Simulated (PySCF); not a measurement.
`CN1C[SiH2]C1`. Level of theory: PBE0-D3(BJ)/def2-SVP geometry optimisation, gas phase (PySCF).

```
atom  x, y, z in Å
C1    -1.6716    0.4631   -0.0731
N2    -0.3107    0.2036   -0.4426
C3     0.2001   -1.1551   -0.2551
Si4    1.9281   -0.3693   -0.2156
C5     0.7287    1.0626    0.1267
H6    -2.3485   -0.2089   -0.6244
H7    -1.8606    0.3204    1.0161
H8    -1.9440    1.4989   -0.3307
H9    -0.0823   -1.6040    0.7251
H10   -0.0924   -1.8577   -1.0527
H11    2.6280   -0.3073   -1.5322
H12    2.8928   -0.7839    0.8472
H13    0.5979    1.2565    1.2160
H14    0.8379    2.0325   -0.3857
```

(1) Which two atoms are farthest apart?

(2) How far are the heavy atoms from their best plane (unweighted least squares)?

(3) Work out the bond lengths C1–N2, C1–H7, N2–C3, N2–C5, Si4–C5, Si4–H11, Si4–H12, C5–H14 in Å.

(4) Give the dihedral angles C5–N2–C3–H9, H10–C3–Si4–H11, C3–N2–C5–H14.

(5) What are the angles N2–C1–H7, C3–N2–C5, Si4–C3–H10, C5–Si4–H11?

(6) Where is the centre of mass (commonest isotopes), and what is the radius of gyration?

(7) How far apart are these pairs, which share no bond: N2···H8, N2···H9, Si4···H6, C5···H10, H7···H10, H12···H13?

(8) Write the matrix of distances between heavy atoms (Å, lower triangle).

Results:

(1) H8···H12 and H6···H12, 5.477 Å down to 5.474 Å.

(2) 0.149 Å rms; C1 0.08, N2 0.28, C3 0.11, Si4 0.03, C5 0.11 Å (magnitudes).

(3) For C1–N2 the difference vector is (1.3609, -0.2595, -0.3695) Å, of length 1.4338 Å. C1–N2 1.434; C1–H7 1.115; N2–C3 1.464; N2–C5 1.464; Si4–C5 1.899; Si4–H11 1.492; Si4–H12 1.494; C5–H14 1.102 Å.

(4) C5–N2–C3–H9 88° (synclinal); H10–C3–Si4–H11 23° (synperiplanar); C3–N2–C5–H14 147° (anticlinal). Dihedral signs follow IUPAC: positive where, seen along the central bond, the front bond turns clockwise onto the rear one.

(5) From the scalar product of the two bond vectors; for N2–C1–H7 it is -0.6226 Å² over 1.4338 × 1.1146 Å², cos θ = -0.3896. N2–C1–H7 112.9°; C3–N2–C5 104.3°; Si4–C3–H10 121.4°; C5–Si4–H11 115.1°.

(6) Mass 87.050 u; centre at (0.475, -0.031, -0.170) Å; Rg = √(Σ m r²/M) = 1.580 Å. As Ia + Ib + Ic = 2 Σ m r², the three principal moments sum to 434.7 u·Å².

(7) N2···H8 2.088 Å (2 bonds apart); N2···H9 2.164 Å (2 bonds apart); Si4···H6 4.299 Å (4 bonds apart); C5···H10 3.255 Å (3 bonds apart); H7···H10 3.486 Å (4 bonds apart); H12···H13 3.093 Å (3 bonds apart).

(8) 
```
C1    0.000
N2    1.434  0.000
C3    2.481  1.464  0.000
Si4   3.697  2.322  1.899  0.000
C5    2.482  1.464  2.312  1.899  0.000
```

The point group is Cs within 0.08 Å; differences among equivalent distances and angles are scatter left by the optimiser. Stationary, but not proved a minimum. One conformer, not necessarily the lowest.
